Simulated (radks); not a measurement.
The numbers below are computed, except where a source is named.
Spherical quantum dot in the effective-mass picture: electrons in a parabolic well V = omega^2 r^2 / 2 with omega = 4.99, with a point charge +1 (a donor) at the centre, all in effective atomic units (hartree* = m*/eps^2 hartree, bohr* = eps/m* bohr), one dielectric constant everywhere. Level of theory: non-relativistic Kohn-Sham, PBE, spin-polarised, spherical densities (a radial shooting solver with Libxc functionals). Levels are named by radial order and angular momentum (1s, 1p, 1d, 2s, ...), and open shells are averaged over m.

N = 13, configuration 1s2 1p6 1d(up 3, down 0) 2s2. This is the lowest configuration that the search found. Occupied and some empty levels:

level,occupation,eigenvalue (hartree*),<r> (bohr*)
1s up,1,21.068,0.5524
1s down,1,21.168,0.5475
1p up,3,25.197,0.7517
1p down,3,25.364,0.7493
2s up,1,29.033,0.7962
2s down,1,29.163,0.7995
1d up,3,29.217,0.8873
1d down,0,29.407,0.8874
1f up,0,33.372,0.9979
1f down,0,33.561,0.9997
2p up,0,33.742,0.9220
2p down,0,33.855,0.9242
1g up,0,37.661,1.095
1g down,0,37.833,1.098

Energy (hartree*): total 244.494, kinetic 74.017, external 84.776, Hartree 99.485, exchange-correlation -13.785.
